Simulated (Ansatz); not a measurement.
Species: C3H3N2, charge 0, multiplicity 2. It need not be the lowest isomer of its formula. 
Geometry from a B3LYP-D3(BJ)/def2-TZVP (Ansatz, a program for electronic structure) optimisation:
SMILES: [c]1ccn[nH]1
```xyz
8

C      0.4325     1.0944    -0.0806
C     -0.9035     0.8332     0.0792
C     -0.9283    -0.5799     0.1224
N      0.2817    -1.1179    -0.0002
N      1.1173    -0.0521    -0.1259
H     -1.7180     1.5299     0.1522
H     -1.7837    -1.2265     0.2384
H      2.1044    -0.1996    -0.2342
```
Charge 0, spin multiplicity 2.

Property: atomisation energy (electronic, to ground-state atoms), in kJ/mol. Cores are frozen in the correlated levels unless marked. UHF or UKS for open shells. Spin-orbit coupling is left out. Non-relativistic. The coupled-cluster limit lacks core correlation, which all-electron functionals hold. CBS(X,Y): correlation extrapolated as X^-3; Hartree-Fock from the larger set (for Q and 5 zeta extrapolated as (X+1)exp(-9√X)).

```tsv
level	program	atomisation energy (kJ/mol)
SVWN5/def2-TZVPD	Ansatz	4100.9
PBE0/def2-SVP	Ansatz	3525.1
PBE0-D3(BJ)/def2-TZVP	Ansatz + dftd3	3487.4
PBE0-D4/def2-TZVPD	Ansatz + dftd4	3489.6
```

### Question
What does CCSD(T)/CBS(cc-pVQZ,cc-pV5Z) (Ansatz) give?

### Answer
3384.8 kJ/mol, so PBE0-D4/def2-TZVPD differs from it by 104.8 kJ/mol.
